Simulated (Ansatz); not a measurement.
Species: Si$_{2}$H$_{4}$, charge 0, singlet. Si2H4 (SMILES [SiH3][SiH]).
B3LYP-D3(BJ)/def2-TZVP minimum from Ansatz (a program for electronic structure):
```xyz
6

Si     0.0071     1.0500     0.8096
H     -0.4184     1.8608    -0.4081
Si     0.0198    -0.9006    -0.5838
H      0.9769    -0.6998    -1.7070
H     -1.3363    -1.1013    -1.1659
H      0.4013    -2.1512     0.1194
```
Charge 0, spin multiplicity 1.

Wanted: atomisation energy (electronic, to ground-state atoms), in kcal/mol. Radicals and triplets start from unrestricted determinants; spin-orbit coupling is neglected. CBS(X,Y): correlation extrapolated as X^-3, Hartree-Fock from the larger set (Q,5: extrapolated as (X+1)exp(-9√X)). A bracket is a step between two methods taken in the basis named. Functionals run without relativity, which enters their misses. Double hybrids freeze cores in their MP2 part. '+ core + X2C': CCSD(T) terms for core correlation (cc-pwCVTZ, 1s frozen past Ne) and scalar relativity (cc-pVTZ-DK). Where a partner has so few electrons that a lower coupled-cluster level is exact, that level stands in. The restricted determinant of H4Si2 ([SiH][SiH3], singlet) is unstable towards broken spin symmetry in at least one set run.

CCSD(T)/CBS(cc-pV(Q+d)Z,cc-pV(5+d)Z) + [CCSDT(Q) - CCSD(T)]/cc-pV(T+d)Z + core + X2C (Ansatz) gives 365.6 kcal/mol.

### Question
How far off this value is PBE/def2-TZVPD (Ansatz), in which direction, and how far these levels: r2SCAN/def2-TZVPD, B3LYP/def2-TZVPD, wB97M-V/def2-TZVPD, B2PLYP/def2-TZVPD, CCSD(T)/CBS(cc-pV(Q+d)Z,cc-pV(5+d)Z) + core + X2C?

### Answer
PBE gives 357.1 kcal/mol, 8.5 kcal/mol below it. Differences of the others: r2SCAN/def2-TZVPD (Ansatz) -3.7; B3LYP/def2-TZVPD (Ansatz) -3.1; wB97M-V/def2-TZVPD (Ansatz) 1.1; B2PLYP/def2-TZVPD (Ansatz) -8.3; CCSD(T)/CBS(cc-pV(Q+d)Z,cc-pV(5+d)Z) + core + X2C (Ansatz) -0.2 kcal/mol.
